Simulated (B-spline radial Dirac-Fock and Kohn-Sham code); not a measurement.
**Elastic scattering of 20.2 keV electrons by the free promethium atom**

These are calculated numbers from a B-spline atomic structure program; the model is relativistic (Dirac) partial waves in the static field of the Dirac-Fock atom with Furness-McCarthy exchange, without polarisation or absorption potentials.

Input of the calculation (task.json; shells as n, l, electrons):

```json
{"items": [{
  "Z": 61,
  "q": 0,
  "cfg": [[1, 0, 2], [2, 0, 2], [2, 1, 6], [3, 0, 2], [3, 1, 6], [3, 2, 10], [4, 0, 2], [4, 1, 6], [4, 2, 10], [4, 3, 5], [5, 0, 2], [5, 1, 6], [6, 0, 2]],
  "A": 145,
  "rrms": 4.962,
  "do": "elastic",
  "energies": [[20200.0, 0]],
  "theta": [0, 10, 20, 30, 40, 50, 60, 70, 80, 90, 100, 110, 120, 130, 140, 150, 160, 170, 180]
}]}
```

Command: `python xray2_run.py task.json out`

```tsv
θ (°)	dσ/dΩ (a₀²/sr)	Sherman function
0	786	0.000
10	1.54	0.000
20	0.175	0.002
30	0.0467	0.012
40	0.0191	0.025
50	0.00969	0.027
60	0.00568	0.009
70	0.00373	-0.028
80	0.00267	-0.078
90	0.00205	-0.126
100	0.00167	-0.165
110	0.00142	-0.187
120	0.00126	-0.192
130	0.00115	-0.180
140	0.00108	-0.156
150	0.00103	-0.124
160	0.00100	-0.085
170	0.000985	-0.043
180	0.000979	0.000
```

The total elastic cross section is 2.20 a₀², the first transport cross section 0.0401 a₀² and the second, weighted with (3/2) sin²θ, 0.0803 a₀². The mean deflection is ⟨1 − cos θ⟩ = 0.0182, and 0.38 % of the collisions scatter beyond 90°.

Phase shifts modulo π (rad) for κ = −1 to −5: -1.502, 0.385, -0.381, -0.890, -1.251.
